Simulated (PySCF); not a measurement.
## What settings do to a single point of LuCl3(H2O)

The sound run of LuCl3(H2O) (singlet in the valence; each metal's 4f electrons, 14 of them, lie in its core potential, out of spins and levels) uses PySCF 2.14.0, RKS BP86, Lu lcecp-1-SVP with ECP60, Cl def2-SVP, O def2-SVP, H def2-SVP; non-relativistic Hamiltonian with scalar-relativistic core potentials where named; density fitting; no spin-orbit coupling, grid (50, 194), threshold 1e-8 Eh and 55 cycles, at the relaxed geometry:

```xyz
7

Lu    0.0175   -0.0131    0.0131
Cl    1.1533    1.7804    1.2212
Cl   -1.7197   -1.2243    1.2243
Cl    1.1533   -1.2212   -1.7804
O    -1.2620    1.3399   -1.3399
H    -1.6464    2.2023   -1.0866
H    -1.6464    1.0866   -2.2023
```

There Lu1 has a Mulliken charge of 0.61 e and the dipole about the centre of mass is 6.19 D. Each run below changes one thing and starts from free metal ions and neutral atoms unless it says otherwise; with 55 cycles, smearing, a level shift and second-order steps follow where DIIS fails, and their cycles count. Energy shifts count from the sound run. On f atoms grids over 110 angular points are at least (60, 302).

```tsv
change	outcome	cycles	energy shift (eV)	largest force component (eV/Å)	charge on Lu1 (e)	dipole about the centre of mass (D)
start from a density of up to 30 smeared cycles (not counted)	converged	7	0.0000	0.00	0.61	6.19
grid (40, 110)	converged	9	0.0460	0.09	0.61	6.19
```

Q: One further run converged with energy shift (eV) 0.79, largest force component (eV/Å) 3.11, charge on Lu1 (e) 0.43, dipole about the centre of mass (D) 5.90. Which change was it?
A. cycle limit 8
B. H6 put 1.1 Å from Lu1, limit 88 cycles
C. all coordinates × 0.94

A: C.

Q: And the other changes listed?

A: 
| change | outcome | cycles | energy shift (eV) | largest force component (eV/Å) | charge on Lu1 (e) | dipole about the centre of mass (D) |
| --- | --- | --- | --- | --- | --- | --- |
| H6 put 1.1 Å from Lu1, limit 88 cycles | converged | 11 | 12.48 | 24.37 | 0.50 | 2.58 |
| cycle limit 8 | not converged | 8 | – | – | – | – |

Unsound on purpose, so not properties of the compound: H6 put 1.1 Å from Lu1, limit 88 cycles.

Forces carry noise of the integration grid, about 0.01 to 0.03 eV/Å.

A frequency check found unstable modes (1, the lowest at -27 cm⁻¹), so the relaxed geometry is a saddle point, or these are noise. An lcecp potential fixes the number of 4f electrons, so in runs with it no electron can move into or out of that shell.
